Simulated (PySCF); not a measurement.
**Electronic absorption of C3H11NSSi2**

Species: C₃H₁₁NSSi₂.
SMILES: `CS[Si@@H]1CC[SiH2]N1`

Method used: PySCF, TDDFT CAM-B3LYP/def2-SVPD, vertical, gas phase, core orbitals frozen in the response. Isolated species at its GFN2-xTB geometry (one conformer only).

```json
{"state": "S1", "E (eV)": "5.60", "E (kJ/mol)": "540", "λ (nm)": "221.5", "f": "0.0023", "|μ| (D)": "0.33", "main configurations (H = HOMO, L = LUMO)": "H→L (60%), H→L+1 (11%), H→L+2 (11%)"}
{"state": "S2", "E (eV)": "6.27", "E (kJ/mol)": "605", "λ (nm)": "197.7", "f": "0.018", "|μ| (D)": "0.86", "main configurations (H = HOMO, L = LUMO)": "H-1→L (34%), H→L+1 (16%), H→L (14%)"}
{"state": "S3", "E (eV)": "6.47", "E (kJ/mol)": "624", "λ (nm)": "191.6", "f": "0.038", "|μ| (D)": "1.24", "main configurations (H = HOMO, L = LUMO)": "H→L+3 (47%), H-1→L (23%)"}
{"state": "S4", "E (eV)": "6.59", "E (kJ/mol)": "636", "λ (nm)": "188.1", "f": "0.0035", "|μ| (D)": "0.38", "main configurations (H = HOMO, L = LUMO)": "H→L+1 (34%), H-1→L (18%), H-1→L+1 (16%)"}
{"state": "S5", "E (eV)": "6.86", "E (kJ/mol)": "662", "λ (nm)": "180.8", "f": "0.015", "|μ| (D)": "0.77", "main configurations (H = HOMO, L = LUMO)": "H-1→L+1 (40%), H→L+2 (11%), H→L+4 (9%)"}
{"state": "S6", "E (eV)": "6.94", "E (kJ/mol)": "670", "λ (nm)": "178.5", "f": "0.023", "|μ| (D)": "0.94", "main configurations (H = HOMO, L = LUMO)": "H-1→L+1 (17%), H→L+3 (17%), H→L+2 (13%)"}
{"state": "S7", "E (eV)": "7.13", "E (kJ/mol)": "688", "λ (nm)": "173.8", "f": "0.024", "|μ| (D)": "0.95", "main configurations (H = HOMO, L = LUMO)": "H-1→L+2 (54%)"}
{"state": "S8", "E (eV)": "7.30", "E (kJ/mol)": "704", "λ (nm)": "169.8", "f": "0.028", "|μ| (D)": "1.00", "main configurations (H = HOMO, L = LUMO)": "H→L+4 (41%), H→L+6 (22%), H→L+8 (9%)"}
```

Triplets, Tamm–Dancoff:

```tsv
state	E (eV)	λ (nm)	main configurations (H = HOMO, L = LUMO)
T1	5.23	237.0	H→L (50%), H→L+2 (15%), H→L+1 (9%)
T2	5.96	208.1	H-1→L (38%), H→L (16%), H→L+2 (12%)
T3	6.08	204.0	H→L+3 (41%), H-1→L (18%), H→L+2 (9%)
```

The lowest singlet comes at 222 nm (540 kJ/mol) in the ultraviolet; it is very weak; its leading configuration is HOMO→LUMO (60%). The most intense listed level is S3 at 6.47 eV (192 nm, f = 0.038), 0.87 eV above S1. Löwdin shares by element: HOMO sulfur 69%, carbon 10% or more, nitrogen 8%, silicon 6% or more; LUMO sulfur 27%, carbon 11% or more, silicon 9% or more, hydrogen 9% or more (atoms not listed hold the other 44%). The listed states span 1.70 eV, and the widest gap between neighbours is 0.68 eV (S1 to S2). The oscillator strengths of these states sum to 0.152; summed over the whole spectrum of an exact calculation they would give the number of electrons, 80 (Thomas–Reiche–Kuhn). Weighted by f, the mean energy of these states is 6.81 eV. Only the lowest 8 singlets were computed, as vertical energies without vibronic structure.
